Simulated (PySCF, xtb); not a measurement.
B(H)(OEt)(NH2) (C₂H₈BNO), SMILES CCOBN. Other conformers were not sampled.

Harmonic wavenumbers (cm⁻¹) from GFN2-xTB (xtb) at its own minimum, in rising order: 59, 122, 191, 274, 384, 435, 470, 551, 783, 818, 830, 941, 1029, 1076, 1096, 1152, 1201, 1271, 1334, 1355, 1397, 1478, 1481, 1498, 1525, 2529, 2882, 2917, 3038, 3040, 3045, 3518, 3568.

Question: What does PBE-D3(BJ)/def2-SVP run with PySCF give at its own minimum? (An estimate is asked for; the answer gives what the named calculation found.)

Answer: 47, 119, 213, 302, 389, 392, 464, 584, 777, 791, 887, 909, 1021, 1074, 1103, 1128, 1207, 1278, 1323, 1352, 1405, 1408, 1422, 1446, 1544, 2505, 2941, 2972, 2995, 3066, 3070, 3530, 3648. Paired by order, the mean absolute difference is 26 cm⁻¹ and the zero-point energies are 67.6 and 67.6 kcal/mol.
